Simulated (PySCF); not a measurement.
These compounds are isomers of formula C6H14Si2.

A. SMILES [SiH2](C(C)(C)C)C#C[SiH3]
B. `[SiH2]([SiH3])C1=CCCCC1`
C. `[SiH3]/C=C(/CC=C)C[SiH3]`

Spectrum 1. ¹H NMR (400 MHz, computed): δ 4.26 (s, 3H), 4.24 (s, 2H), 1.15 (s, 9H). ¹³C{¹H} NMR (computed): δ 119.2 (C), 113.6 (C), 29.1 (CH3), 21.9 (C).

Spectrum 2. ¹H NMR (400 MHz, computed): δ 6.27 (m, 1H), 5.52 (q, 1H), 5.40 (m, 1H), 5.25 (m, 1H), 4.11 (d, 3H), 3.96 (t, 3H), 2.93 (d, 2H), 1.96 (q, 2H). ¹³C{¹H} NMR (computed): δ 170.0 (C), 144.8 (CH), 121.0 (CH2), 115.9 (CH), 52.0 (CH2), 21.9 (CH2).

Spectrum 3. ¹H NMR (400 MHz, computed): δ 6.51 (t, 1H), 4.22 (q, 2H), 3.41 (t, 3H), 2.23 (m, 2H), 2.13 (m, 2H), 1.63 (m, 2H), 1.63 (m, 2H). ¹³C{¹H} NMR (computed): δ 147.8 (CH), 138.8 (C), 33.1 (CH2), 32.0 (CH2), 26.8 (CH2), 25.7 (CH2).

- PBE0/pcSseg-1 with gauge-including orbitals
- structure optimised with GFN2-xTB
- code: PySCF 2.14
- equivalent nuclei averaged, non-relativistic Hamiltonian, gas phase, one conformer

Chemical shifts δ = σref − σ; TMS for ¹H, ¹³C, all at this level. Where no couplings were computed, multiplicities follow the n + 1 count of equivalent neighbours, and m marks all less simple cases (inequivalent or close neighbours, rings, F or P nearby). Shifts are as computed. Against solution values, carbons near 30 ppm lie about +3 ppm off and those near 130 ppm about +5 ppm. Of 1211 compounds with measured shifts, 218 miss one by over three times the rms of a fit or turn the order of signals round; such compounds aren't used in these exercises.

**Question.** Which spectrum belongs to which compound?

**Answer.** 1–A, 2–C, 3–B.

- Spectrum 1 (A): 4 ¹³C signals; δC 29.1 is a methyl carbon; δC 119.2 is an alkyne carbon.
- Spectrum 2 (C): 6 ¹³C signals; δC 144.8 is an alkene CH; δC 121.0 is a terminal =CH2 carbon.
- Spectrum 3 (B): 6 ¹³C signals; δC 147.8 is an alkene CH; δC 138.8 is a fully substituted alkene carbon.
